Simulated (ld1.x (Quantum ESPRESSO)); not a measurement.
# Bi: one change to a TM potential, before and after

```json
{
  "Element": "Bi (Z = 83)",
  "Generator": "ld1.x (Quantum ESPRESSO) 7.5",
  "Type": "norm-conserving Troullier–Martins (Kleinman–Bylander form)",
  "Functional": "LDA (PZ)",
  "Relativity": "scalar-relativistic",
  "Frozen core": "[Xe] 4f14 5d10",
  "Valence charge": "5",
  "Reference configuration": "6s2 6p2.5 (charge +0.5)",
  "Partial waves": "6p (bound): rc 2.25 bohr; 6s (bound): rc 2.05 bohr",
  "Local potential": "the s channel",
  "Core correction": "a·sin(br)/r model core inside 1.00 bohr"
}
```

Change: wave 6s (bound): rc 2.05 bohr becomes 6s (bound): rc 2.32 bohr.

Cutoffs: the cutoffs (Ry, on a coarse ladder) from which the occupation-weighted sum of valence levels, in a spherical-Bessel basis at the reference potential, stays within 10 and 1 mRy of its value at 400 Ry; they do not see the model core or the augmentation charge, which bear on the density cutoff. Errors are all-electron minus pseudo energies relative to the spin-unpolarised reference configuration.

**Question.** Predict the effect on cutoff, ghosts and configuration errors.

**Answer.** The potential gets softer (25 Ry and 45 Ry → 21 Ry and 40 Ry); both files keep a bound ghost (d); of the 9 tests that both files solve, the error grows in 2 and shrinks in 1 by more than 15 % and 0.3 meV (median size 5.0 → 4.8 meV). A larger radius leaves more room for a smooth pseudo-wave, so fewer plane waves are needed.

| quantity | base | changed |
| --- | --- | --- |
| cutoff, loose | 25 Ry | 21 Ry |
| cutoff, tight | 45 Ry | 40 Ry |
| loose cutoff by channel (10 mRy a level) | p 10 Ry, s 21 Ry | p 10 Ry, s 18 Ry |
| bound ghosts | d | d |
| error for 6s2 6p3, meV [ΔE -3.21 eV] | +0.2 | +0.3 |
| error for 6s2 6p2, meV [ΔE 4.95 eV] | -5.0 | -4.8 |
| error for 6s2 6p1, meV [ΔE 20.51 eV] | -51 | -50 |
| error for 6s1 6p3, meV [ΔE 15.84 eV] | -48 | -53 |
| error for 6s2 6p3.3, meV [ΔE -4.36 eV] | -0.5 | -0.3 |
| error for 6s1 6p4, meV [ΔE 6.97 eV] | -21 | -27 |
| error for 6s0 6p5, meV [ΔE 17.51 eV] | -99 | -124 |
| error for 6s2 6p2.5 (spin-polarised), meV [ΔE -0.78 eV] | -3.4 | -3.0 |
| error for 6s2 6p3 (spin-polarised), meV [ΔE -4.23 eV] | -3.2 | -2.6 |

 A true bound ghost makes a file unfit for plane-wave use even where its test errors are small: the radial tests pick states by their node count and pass the ghost by.
